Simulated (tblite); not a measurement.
C₆H₉FN (doublet state).
Structure used (GFN2-xTB), in Å, numbered top down from 1:
```xyz
17
C6H9FN angstrom
C      2.9217   -0.1133   -0.1026
C      1.5419   -0.2218    0.5397
N      0.5979   -0.6895   -0.4167
C     -0.6250   -0.2968   -0.3739
C     -1.7468   -0.5946   -1.1428
C     -2.6747    0.2201   -0.3072
C     -1.4422    0.6598    0.5131
F     -1.5015    0.3582    1.8523
H      3.1867   -1.0622   -0.5595
H      3.6646    0.1455    0.6472
H      2.9167    0.6515   -0.8754
H      1.5874   -0.9726    1.3416
H      1.2470    0.7318    1.0046
H     -1.8990   -1.1743   -2.0317
H     -3.2199    1.0170   -0.8163
H     -3.3840   -0.3649    0.2821
H     -1.1776    1.7183    0.4356
```

Level: GFN2-xTB in tblite, geometry and Hessian alike; calculated harmonic values, unscaled, isolated species. This tight-binding method is rough: wavenumbers can miss measured ones by several per cent, in bad cases by 10 to 20. One conformer, not necessarily the lowest. Open shells enter through the occupations alone, without spin polarisation, and single modes of such species can be off by tens of per cent.

Harmonic wavenumbers (cm⁻¹): 32.2, 94.5, 135.9, 164.9, 211.5, 248.4, 365.9, 395.8, 482.6, 586.4, 600.1, 704.0, 802.0, 816.3, 917.3, 957.0, 971.3, 997.2, 1053.1, 1069.1, 1080.4, 1110.9, 1133.1, 1161.0, 1174.6, 1219.8, 1240.3, 1284.7, 1315.0, 1349.7, 1396.8, 1419.2, 1430.1, 1481.8, 1496.3, 1563.4, 2848.9, 2881.4, 2937.4, 2952.1, 2970.8, 3041.3, 3042.4, 3058.0, 3151.0.

A = 4046, B = 1269, C = 1026 MHz; mass 114.072 u (most abundant isotopes); point group C1, symmetry number 1; spin multiplicity 2.

What is the zero-point energy?

Half the sum of the wavenumbers: 29673 cm⁻¹ = 354.97 kJ/mol.

What is S at 500 K and 1 bar for an ideal gas of classical rigid rotors and harmonic oscillators?

Translation 178.68, rotation 125.70, vibration 171.11, spin (R ln 2) 5.76: S = 481.3 J/(mol K).

And Cp and H(500 K) − H(0)?

Cp = 208.42 J/(mol K), of which vibrations give 175.16 (their classical limit is 45 R = 374.2); H(500 K) − H(0) = 60.43 kJ/mol without the zero-point energy, 43.80 from vibrations.

What must be added to the electronic energy to get the Gibbs energy at 500 K and 1 bar?

ZPE + [H(500 K) − H(0)] − T·S = 354.97 + 60.43 − 240.63 = 174.77 kJ/mol.

How do the functions run with temperature in this model?

| T (K) | S (J/(mol K)) | Cp (J/(mol K)) | H − H(0) (kJ/mol) | G − H(0) (kJ/mol) | ln q(vib) |
| --- | --- | --- | --- | --- | --- |
| 50 | 246.4 | 51.0 | 2.05 | -10.27 | 0.60 |
| 100 | 287.9 | 70.0 | 5.10 | -23.69 | 1.63 |
| 298.15 | 392.9 | 136.8 | 25.30 | -91.84 | 5.81 |
| 373.15 | 426.7 | 165.3 | 36.63 | -122.58 | 7.38 |
| 750 | 578.1 | 268.4 | 120.63 | -312.92 | 15.26 |
| 1000 | 660.9 | 306.7 | 192.86 | -468.06 | 20.22 |

q(vib) and H(0) count from the zero-point level.

Hindered rotation and anharmonicity are outside this model. Other conformers, if any are populated, would add a mixing term that is left out. The structure is chiral; the term R ln 2 for an equal mix with its mirror image is left out.

The run took 0.44 s of wall time on one thread, Arm Neoverse V2 (aarch64), no GPU, shared host with 96 logical CPUs at a one-minute load of 76. This covers the Hessian and the dipole derivatives.
